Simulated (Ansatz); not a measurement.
`C[NH][Ga]([NH]C)[NH]C`. Total charge 0; spin multiplicity 1. Correlated methods include outer-core shells of Ga, which these sets cover unevenly. Scalar relativity is left out up to krypton.

```xyz
19

C    -2.6451    0.5661   -1.0661
N    -1.3262    1.0265   -0.7067
Ga    0.0329   -0.0110   -0.0829
N     1.5794    0.7630    0.4844
C     1.8575    2.1781    0.5087
N    -0.2113   -1.8036    0.1163
C     0.7248   -2.7230    0.7155
H    -2.8371   -0.4091   -0.6108
H    -3.4281    1.2404   -0.6980
H    -2.7912    0.4514   -2.1495
H    -1.1312    1.9632   -1.0174
H     2.3963    0.1925    0.6233
H     0.9228    2.7432    0.4618
H     2.3572    2.4809    1.4371
H     2.4831    2.5182   -0.3286
H    -0.9567   -2.2599   -0.3818
H     1.4448   -2.1756    1.3295
H     1.3015   -3.3044   -0.0178
H     0.2266   -3.4369    1.3830
```

(1) Give the diagnostics of a CCSD(T)/def2-TZVPP run (frozen core, Ansatz). (An estimate is asked.)

Results:

(1) Computed: T1 = 0.0118, largest single amplitude 0.038, largest double 0.015, (T) share of the correlation energy 3.8 %, 9 CCSD cycles. The RHF solution is stable towards an unrestricted one. T1 lies under the customary mark of 0.02 for closed shells.
